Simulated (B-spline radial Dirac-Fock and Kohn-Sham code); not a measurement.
# Eu 4f5/2: cross section and angular parameters

System: neutral europium in the configuration [Xe] 4f7 6s2; threshold 9.03 eV (orbital energy of the model). Model: Dirac-Hartree-Slater photoionisation with a Latter tail; cross sections with all multipoles, angular parameters from the dipole term and its interference with E2. Program: a radial atomic solver.

For linearly polarised light dσ/dΩ = σ/(4π) [1 + β P₂(cos θ) + (δ + γ cos²θ) sin θ cos φ], with θ from the polarisation vector and φ the angle between the beam and the projection of the electron momentum on the plane normal to the polarisation.

```tsv
hν (eV)	σ (kb)	β	γ	δ
60	2300	0.482	0.006	0.010
150	1850	0.433	0.009	0.019
200	1340	0.528	0.013	0.023
210	1250	0.547	0.014	0.024
284	759	0.678	0.023	0.029
310	639	0.718	0.027	0.031
353	485	0.777	0.035	0.034
400	364	0.833	0.046	0.038
800	?	?	?	?
854	43.9	1.060	0.205	0.070
1130	17.7	1.078	0.314	0.087
1140	17.2	1.078	0.318	0.088
1440	7.74	1.063	0.428	0.106
1486.9	6.91	1.060	0.444	0.109
2984.4	0.519	0.900	0.818	0.193
3090	0.453	0.890	0.838	0.199
3130	0.430	0.886	0.845	0.201
3180	0.404	0.881	0.854	0.204
3240	0.375	0.876	0.864	0.207
3580	0.252	0.845	0.920	0.226
5030	0.0626	0.742	1.109	0.303
5414.7	0.0459	0.720	1.150	0.323
6350	0.0232	0.672	1.238	0.369
6780	0.0175	0.652	1.273	0.390
6910	0.0161	0.647	1.283	0.396
7420	0.0118	0.625	1.319	0.420
7520	0.0111	0.621	1.326	0.425
7870	0.00907	0.608	1.348	0.441
7990	0.00849	0.604	1.355	0.446
13700	0.000734	0.460	1.546	0.681
```

Task: Give the values at 800 eV.

Result: σ = 53.7 kb, β = 1.050, γ = 0.183, δ = 0.067.

Values without a named source are computed, but for edge energies of neutral atoms, which are taken from tables.
